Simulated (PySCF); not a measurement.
## How methods differ on the excitation energy of Ta⁺

Ta⁺ [Xe] 4f14 5d3 6s1 (5F) → Ta⁺ [Xe] 4f14 5d4 (5D), as a difference of total energies. All numbers are calculated (PySCF 2.14, a scalar-relativistic core potential, in def2-TZVPPD with the def2 core potential (60 electrons) (6s5p3d2f1g, 59 functions)). Correlated levels: valence and next inner shell: nothing frozen outside the core potential. The calculations carry no spin-orbit coupling.

```json
{"method": "UHF", "excitation energy (cm⁻¹)": "13030"}
{"method": "MP2 (valence and next inner shell)", "excitation energy (cm⁻¹)": "12494"}
{"method": "SCS-MP2 (valence and next inner shell)", "excitation energy (cm⁻¹)": "12963"}
{"method": "CCSD (valence and next inner shell)", "excitation energy (cm⁻¹)": "12603"}
{"method": "CCSD(T) (valence and next inner shell)", "excitation energy (cm⁻¹)": "12568"}
```
